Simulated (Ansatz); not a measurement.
Relaxation of `CCCCCCCCCCCCO` with RKS PBE-D4/def2-SVP.

```sh
$ ansatz run in.yaml --threads 6 --pin off --events-out ev --progress --plain --max-ram 7833MiB
```

```yaml
crystal:
  periodic: [false, false, false]
  atoms:
    - {symbol: C, position_ang: [-5.683950, 0.992290, -0.319480]}
    - {symbol: C, position_ang: [-4.443400, 0.195320, -0.704420]}
    - {symbol: C, position_ang: [-3.618750, -0.173970, 0.526090]}
    - {symbol: C, position_ang: [-2.431790, -1.088370, 0.221160]}
    - {symbol: C, position_ang: [-1.390560, -0.504920, -0.736800]}
    - {symbol: C, position_ang: [-0.770960, 0.823050, -0.296800]}
    - {symbol: C, position_ang: [-0.083290, 0.798830, 1.069960]}
    - {symbol: C, position_ang: [1.031860, -0.237090, 1.214350]}
    - {symbol: C, position_ang: [2.189970, -0.030010, 0.241000]}
    - {symbol: C, position_ang: [3.331000, -1.003550, 0.529240]}
    - {symbol: C, position_ang: [4.459420, -0.938570, -0.496320]}
    - {symbol: C, position_ang: [5.220680, 0.383060, -0.475330]}
    - {symbol: O, position_ang: [6.310920, 0.274800, -1.367720]}
    - {symbol: H, position_ang: [-5.402480, 1.904790, 0.202450]}
    - {symbol: H, position_ang: [-6.324440, 0.407950, 0.337770]}
    - {symbol: H, position_ang: [-6.257420, 1.263580, -1.202710]}
    - {symbol: H, position_ang: [-3.838140, 0.787590, -1.392480]}
    - {symbol: H, position_ang: [-4.743080, -0.716630, -1.225950]}
    - {symbol: H, position_ang: [-4.269190, -0.690450, 1.237410]}
    - {symbol: H, position_ang: [-3.269390, 0.739550, 1.010320]}
    - {symbol: H, position_ang: [-2.810980, -2.015500, -0.217880]}
    - {symbol: H, position_ang: [-1.946050, -1.351450, 1.163200]}
    - {symbol: H, position_ang: [-1.851630, -0.356850, -1.715880]}
    - {symbol: H, position_ang: [-0.597240, -1.244280, -0.866110]}
    - {symbol: H, position_ang: [-0.046800, 1.128420, -1.055560]}
    - {symbol: H, position_ang: [-1.547150, 1.590590, -0.271830]}
    - {symbol: H, position_ang: [-0.829100, 0.614700, 1.845960]}
    - {symbol: H, position_ang: [0.337020, 1.791470, 1.253790]}
    - {symbol: H, position_ang: [0.624910, -1.240850, 1.082050]}
    - {symbol: H, position_ang: [1.421430, -0.177590, 2.234260]}
    - {symbol: H, position_ang: [2.549250, 0.996870, 0.328040]}
    - {symbol: H, position_ang: [1.845240, -0.180250, -0.782990]}
    - {symbol: H, position_ang: [2.928740, -2.019210, 0.534080]}
    - {symbol: H, position_ang: [3.732390, -0.804080, 1.525770]}
    - {symbol: H, position_ang: [4.061840, -1.093150, -1.500580]}
    - {symbol: H, position_ang: [5.180440, -1.733740, -0.299020]}
    - {symbol: H, position_ang: [4.564810, 1.208400, -0.782570]}
    - {symbol: H, position_ang: [5.579740, 0.587870, 0.544560]}
    - {symbol: H, position_ang: [6.786140, 1.111370, -1.390990]}
basis:
  gaussian: {orbitals: def2-SVP}
hamiltonian: {xc: pbe, dispersion: d4}
scf: {lower_state_search: "off"}
output: {orbitals: {seedname: orbitals}}
relax: {f_tol: 0.03, max_steps: 70}
```

Hardware: 6 threads of Intel Xeon 6975P-C on a shared host. Wall time 9.5 s, peak host memory 0.65 GiB.

Positions (Å) and forces (eV/Å) at steps 1, 2, 3, 4 of 4:

```xyz
39
step=1 energy=-14885.3809 eV
C    -5.684    0.992   -0.319    0.501   -0.334   -0.361
C    -4.443    0.195   -0.704   -0.236    0.274    0.831
C    -3.619   -0.174    0.526    0.220   -0.444   -0.733
C    -2.432   -1.088    0.221   -0.002    0.582   -0.203
C    -1.391   -0.505   -0.737   -0.153    0.294    0.522
C    -0.771    0.823   -0.297    0.016   -0.517    0.343
C    -0.083    0.799    1.070    0.109   -0.417   -0.438
C     1.032   -0.237    1.214   -0.030    0.776   -0.449
C     2.190   -0.030    0.241   -0.046   -0.701    0.789
C     3.331   -1.004    0.529    0.050    0.428   -0.809
C     4.459   -0.939   -0.496    0.013    0.625    0.578
C     5.221    0.383   -0.475    0.309   -0.443   -0.476
O     6.311    0.275   -1.368    0.045   -0.667   -0.318
H    -5.402    1.905    0.202    0.098    0.628    0.355
H    -6.324    0.408    0.338   -0.478   -0.325    0.459
H    -6.257    1.264   -1.203   -0.465    0.248   -0.520
H    -3.838    0.788   -1.392    0.367    0.270   -0.497
H    -4.743   -0.717   -1.226   -0.104   -0.529   -0.392
H    -4.269   -0.690    1.237   -0.360   -0.185    0.474
H    -3.269    0.740    1.010    0.149    0.558    0.396
H    -2.811   -2.015   -0.218   -0.180   -0.576   -0.137
H    -1.946   -1.351    1.163    0.269   -0.275    0.532
H    -1.852   -0.357   -1.716   -0.169    0.000   -0.609
H    -0.597   -1.244   -0.866    0.434   -0.442   -0.208
H    -0.047    1.128   -1.056    0.338    0.273   -0.455
H    -1.547    1.591   -0.272   -0.402    0.519   -0.080
H    -0.829    0.615    1.846   -0.434    0.006    0.495
H     0.337    1.791    1.254    0.175    0.561    0.213
H     0.625   -1.241    1.082   -0.205   -0.664    0.012
H     1.421   -0.178    2.234    0.194   -0.087    0.582
H     2.549    0.997    0.328    0.165    0.663   -0.055
H     1.845   -0.180   -0.783   -0.166    0.005   -0.676
H     2.929   -2.019    0.534   -0.214   -0.585    0.117
H     3.732   -0.804    1.526    0.206    0.018    0.638
H     4.062   -1.093   -1.501   -0.178   -0.153   -0.630
H     5.180   -1.734   -0.299    0.450   -0.462    0.019
H     4.565    1.208   -0.783   -0.468    0.461    0.000
H     5.580    0.588    0.545    0.010    0.134    0.635
H     6.786    1.111   -1.391    0.176    0.484    0.057
39
step=2 energy=-14885.5876 eV
C    -5.724    1.009   -0.326    0.258   -0.167   -0.036
C    -4.475    0.202   -0.690   -0.057    0.054    0.196
C    -3.631   -0.196    0.526    0.010   -0.063   -0.187
C    -2.431   -1.102    0.215   -0.053    0.212   -0.145
C    -1.390   -0.506   -0.747   -0.066    0.114    0.198
C    -0.782    0.832   -0.301    0.017   -0.192    0.119
C    -0.102    0.813    1.076    0.109   -0.122   -0.207
C     1.025   -0.218    1.234    0.061    0.133   -0.135
C     2.198   -0.043    0.263    0.007   -0.137    0.154
C     3.358   -1.012    0.519   -0.035    0.130   -0.140
C     4.503   -0.942   -0.498   -0.076    0.260    0.139
C     5.263    0.379   -0.491    0.109   -0.144   -0.164
O     6.355    0.265   -1.389   -0.032   -0.231   -0.070
H    -5.450    1.937    0.204    0.013    0.193    0.107
H    -6.386    0.429    0.339   -0.154   -0.079    0.136
H    -6.305    1.289   -1.220   -0.106    0.054   -0.151
H    -3.857    0.791   -1.393    0.117    0.075   -0.167
H    -4.772   -0.715   -1.234   -0.039   -0.158   -0.145
H    -4.284   -0.718    1.251   -0.106   -0.064    0.159
H    -3.285    0.722    1.037    0.045    0.166    0.149
H    -2.805   -2.047   -0.221   -0.046   -0.185   -0.041
H    -1.937   -1.379    1.165    0.064   -0.072    0.157
H    -1.848   -0.367   -1.743   -0.053   -0.004   -0.185
H    -0.583   -1.248   -0.890    0.134   -0.126   -0.064
H    -0.054    1.156   -1.067    0.103    0.089   -0.132
H    -1.569    1.609   -0.290   -0.122    0.151   -0.028
H    -0.861    0.635    1.860   -0.113   -0.010    0.147
H     0.311    1.821    1.274    0.040    0.178    0.068
H     0.617   -1.240    1.120   -0.074   -0.215    0.032
H     1.412   -0.160    2.269    0.052   -0.026    0.192
H     2.558    1.001    0.333    0.065    0.222   -0.044
H     1.848   -0.183   -0.776   -0.068    0.026   -0.226
H     2.957   -2.043    0.528   -0.052   -0.193    0.035
H     3.760   -0.830    1.534    0.071   -0.021    0.217
H     4.113   -1.112   -1.519   -0.040   -0.073   -0.201
H     5.238   -1.743   -0.300    0.101   -0.157    0.021
H     4.584    1.208   -0.788   -0.129    0.160    0.002
H     5.606    0.591    0.547    0.025    0.071    0.194
H     6.824    1.114   -1.413    0.020    0.153    0.043
39
step=3 energy=-14885.6093 eV
C    -5.718    1.010   -0.320    0.018   -0.012   -0.040
C    -4.473    0.198   -0.691   -0.041    0.036    0.071
C    -3.637   -0.206    0.530    0.024   -0.018   -0.066
C    -2.434   -1.105    0.206    0.019    0.004    0.037
C    -1.391   -0.504   -0.753    0.000    0.004    0.007
C    -0.779    0.834   -0.306    0.000   -0.010    0.009
C    -0.094    0.818    1.071   -0.032   -0.017    0.030
C     1.034   -0.212    1.239   -0.012    0.061   -0.061
C     2.201   -0.036    0.260   -0.002   -0.075    0.081
C     3.354   -1.015    0.523    0.010    0.045   -0.073
C     4.498   -0.941   -0.494    0.017   -0.015    0.036
C     5.261    0.379   -0.491    0.010   -0.025   -0.021
O     6.350    0.258   -1.392   -0.009   -0.004    0.002
H    -5.446    1.946    0.213    0.000   -0.018   -0.011
H    -6.392    0.435    0.350    0.018    0.009   -0.013
H    -6.303    1.295   -1.218   -0.009    0.006    0.015
H    -3.848    0.786   -1.399   -0.012   -0.009    0.017
H    -4.774   -0.719   -1.247    0.005    0.017    0.016
H    -4.293   -0.735    1.257    0.010    0.004   -0.018
H    -3.295    0.713    1.060   -0.006   -0.018   -0.017
H    -2.805   -2.060   -0.230    0.004    0.018    0.003
H    -1.939   -1.392    1.160    0.010   -0.006   -0.009
H    -1.847   -0.366   -1.757    0.008    0.002    0.009
H    -0.580   -1.250   -0.905   -0.011    0.003    0.006
H    -0.051    1.166   -1.078   -0.011   -0.007    0.003
H    -1.568    1.619   -0.298    0.010   -0.005    0.008
H    -0.855    0.642    1.862   -0.008    0.010   -0.006
H     0.314    1.834    1.275   -0.003   -0.017   -0.006
H     0.627   -1.244    1.142    0.010    0.024   -0.005
H     1.424   -0.149    2.280   -0.004    0.006   -0.020
H     2.566    1.015    0.319   -0.009   -0.028    0.004
H     1.845   -0.172   -0.787    0.010   -0.002    0.025
H     2.949   -2.051    0.530   -0.002    0.021   -0.003
H     3.755   -0.846    1.549   -0.013    0.002   -0.026
H     4.114   -1.123   -1.523    0.006    0.003    0.023
H     5.235   -1.749   -0.292    0.005    0.007   -0.013
H     4.577    1.215   -0.782    0.012    0.000    0.000
H     5.603    0.598    0.554    0.001    0.003   -0.008
H     6.815    1.113   -1.416   -0.019    0.003    0.014
39
step=4 energy=-14885.6108 eV
C    -5.713    1.012   -0.319   -0.004    0.002    0.000
C    -4.474    0.197   -0.689    0.004   -0.005   -0.003
C    -3.634   -0.212    0.526   -0.001   -0.001    0.001
C    -2.429   -1.109    0.204   -0.001   -0.003    0.001
C    -1.387   -0.504   -0.752    0.003    0.001    0.000
C    -0.783    0.836   -0.304   -0.003    0.000   -0.001
C    -0.100    0.822    1.073    0.000    0.002    0.002
C     1.031   -0.204    1.239   -0.001    0.000    0.001
C     2.199   -0.034    0.262    0.000    0.002    0.000
C     3.350   -1.014    0.519    0.003    0.000    0.003
C     4.499   -0.944   -0.492   -0.003   -0.006   -0.002
C     5.263    0.375   -0.492    0.001    0.012    0.002
O     6.349    0.255   -1.396    0.014    0.011   -0.005
H    -5.437    1.948    0.212    0.000    0.000    0.000
H    -6.387    0.441    0.354    0.001    0.002    0.000
H    -6.302    1.299   -1.214    0.000    0.000    0.002
H    -3.849    0.783   -1.399    0.001    0.000    0.000
H    -4.779   -0.718   -1.246    0.001    0.000    0.000
H    -4.289   -0.745    1.250    0.002    0.000   -0.001
H    -3.295    0.705    1.059    0.001    0.000    0.001
H    -2.798   -2.062   -0.235    0.002    0.001    0.000
H    -1.934   -1.396    1.158    0.001    0.000   -0.001
H    -1.841   -0.368   -1.758    0.000    0.001    0.000
H    -0.574   -1.247   -0.902    0.000    0.000    0.000
H    -0.057    1.172   -1.076   -0.001    0.000    0.000
H    -1.575    1.617   -0.296    0.000    0.000    0.000
H    -0.861    0.644    1.863   -0.001    0.000   -0.001
H     0.305    1.838    1.276   -0.002    0.000    0.000
H     0.625   -1.237    1.144   -0.001    0.000    0.001
H     1.421   -0.138    2.279   -0.001    0.000   -0.001
H     2.567    1.015    0.321   -0.001    0.000    0.000
H     1.843   -0.168   -0.784   -0.001    0.000    0.000
H     2.943   -2.048    0.524    0.000    0.001    0.001
H     3.750   -0.848    1.547   -0.002   -0.002    0.000
H     4.118   -1.128   -1.521    0.003    0.000    0.001
H     5.234   -1.752   -0.287    0.000   -0.001   -0.001
H     4.579    1.212   -0.782   -0.002    0.001    0.001
H     5.608    0.595    0.551   -0.001   -0.002    0.000
H     6.810    1.113   -1.417   -0.011   -0.017    0.001
```
